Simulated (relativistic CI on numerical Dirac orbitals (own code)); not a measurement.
Hyperfine structure of Xe²⁶⁺, mass number 129

Computed by Dirac-Coulomb-Breit CI, KLI orbitals optimised for each configuration, QED by a radiative potential, unscaled Slater integrals (own radial code, finite nucleus).

Configuration list (outside the closed core [Ne]): 3s²3p⁶3d¹⁰, 3s²3p⁶3d⁹4s, 3s²3p⁶3d⁹4p, 3s²3p⁶3d⁹4d, 3s²3p⁶3d⁹4f, 3s²3p⁵3d¹⁰4s, 3s²3p⁶3d⁸4s², 3s²3p⁵3d¹⁰4p, 3s²3p⁶3d⁸4s4p, 3s²3p⁶3d⁹5s, 3s²3p⁶3d⁸4p², 3s²3p⁶3d⁹5p, 3s²3p⁶3d⁸4s4d, 3s²3p⁵3d¹⁰4d, 3s3p⁶3d¹⁰4s, 3s²3p⁶3d⁹5d. Levels of other configurations are missing.

Nuclear spin I = 1/2, μ = -0.77796 μN (tables of Stone and Pyykkö). The electronic factors are computed for point nuclear moments, without core polarisation or the Bohr-Weisskopf and QED corrections.

```tsv
Level	E (eV)	A (GHz)
3s²3p⁶3d⁹4s ³D3	589.953	-110.4
3s²3p⁶3d⁹4s ¹D2	591.068	73.87
3s²3p⁶3d⁹4s ³D1	603.437	90.08
3s²3p⁶3d⁹4s ³D2	604.273	-174.5
3s²3p⁶3d⁹4p ³P°2	642.683	8.94
3s²3p⁶3d⁹4p ³F°2	656.392	-74.18
3s²3p⁶3d⁹4p ³F°4	661.444	-20.86
3s²3p⁶3d⁹4p ¹D°2	663.032	-20.8
```

Levels with J = 0, under 50 % of one LS term, or S terms without an open s electron are left out. Small factors come from cancelling terms and can be off by tens of per cent or more.

At this charge energies of transitions that change n are usually good to better than 1 %, and those within a shell (Δn = 0) to a few per cent.

(1) Give the hyperfine levels of 3s²3p⁶3d⁹4s ³D3 relative to its centre of gravity.

## Answers

(1) With K = F(F + 1) − I(I + 1) − J(J + 1), E = AK/2: F = 5/2: 220.9, F = 7/2: -165.7 GHz.

LS names give the leading component of a level, which can be under half, so a name can repeat, a term be missing and a line seem to break the LS rules.
